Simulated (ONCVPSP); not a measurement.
# Reading a pseudo-wave (oxygen (O))

Columns: radius, all-electron u(r) and pseudo u(r) of the 2p shell (level -9.20 eV) of oxygen in the configuration [He] 2s2 2p4; LDA (Perdew-Zunger), scalar-relativistic, ONCV scheme, ONCVPSP 4.0.1.

| r (bohr) | all-electron | pseudo |
| --- | --- | --- |
| 0.103 | 0.1089 | 0.0311 |
| 0.205 | 0.3018 | 0.1185 |
| 0.308 | 0.4878 | 0.2505 |
| 0.410 | 0.6339 | 0.4056 |
| 0.513 | 0.7380 | 0.5655 |
| 0.615 | 0.8024 | 0.7075 |
| 0.718 | 0.8356 | 0.8193 |
| 0.820 | 0.8441 | 0.8904 |
| 0.923 | 0.8349 | 0.9212 |
| 1.025 | 0.8134 | 0.9154 |
| 1.128 | 0.7833 | 0.8816 |
| 1.230 | 0.7482 | 0.8305 |
| 1.332 | 0.7102 | 0.7712 |
| 1.435 | 0.6703 | 0.7102 |
| 1.538 | 0.6301 | 0.6529 |
| 1.640 | 0.5908 | 0.6019 |
| 1.743 | 0.5522 | 0.5565 |
| 1.845 | 0.5154 | 0.5165 |
| 1.948 | 0.4798 | 0.4800 |
| 2.050 | 0.4464 | 0.4464 |
| 2.153 | 0.4144 | 0.4144 |
| 2.255 | 0.3846 | 0.3846 |
| 2.358 | 0.3563 | 0.3563 |
| 2.460 | 0.3301 | 0.3301 |
| 2.562 | 0.3056 | 0.3056 |
| 2.665 | 0.2825 | 0.2825 |

Task: How many radial nodes do the two functions have?

Result: The all-electron 2p function has n − l − 1 = 0; the pseudo-wave has 0.

Task: At about which radius was the pseudo-wave matched?

Result: 2.05 bohr, where the columns begin to agree (steps of 0.10 bohr).

Task: Is the pseudo-wave norm-conserving?

Result: Yes: the ONCV scheme keeps the norm inside the radius equal to the all-electron one, which fixes the energy derivative of the logarithmic derivative at the level.
